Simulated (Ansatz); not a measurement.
System: GeH₂, charge 0, triplet. This triplet is an excited state, 1.0 eV above the singlet at CCSD(T)/cc-pV5Z (Ansatz, an electronic-structure program). GeH2 (SMILES [GeH2], triplet).
B3LYP-D3(BJ)/def2-TZVP minimum from Ansatz:
```
Ge
H 1 1.5473
H 1 1.5473 2 119.66
```
Charge 0, spin multiplicity 3.

Total energies in cc-pVTZ, 6 correlated electrons, 14 frozen orbitals. Open shells are spin-unrestricted; no spin-orbit coupling. Correlated methods leave the cores frozen (noble-gas shells, and filled d and f shells in the p block). No relativity. The spin of H2Ge ([GeH2], triplet) was assumed, and the state is the lowest solution found for it.

```
method    program  energy (Eh)  minus CCSDTQ (mEh)
--------  -------  -----------  ------------------
HF         Ansatz  -2076.50151              110.50
MP2        Ansatz  -2076.58776               24.25
CCSD       Ansatz  -2076.60838                3.63
CCSD(T)    Ansatz  -2076.61125                0.76
CCSDT(Q)   Ansatz  -2076.61200                0.01
CCSDTQ     Ansatz  -2076.61201                0.00
```

Rough core times of Ansatz's runs on a shared machine: CCSD(T) under 20 s, CCSDT(Q) 60 s, CCSDTQ 20 min.
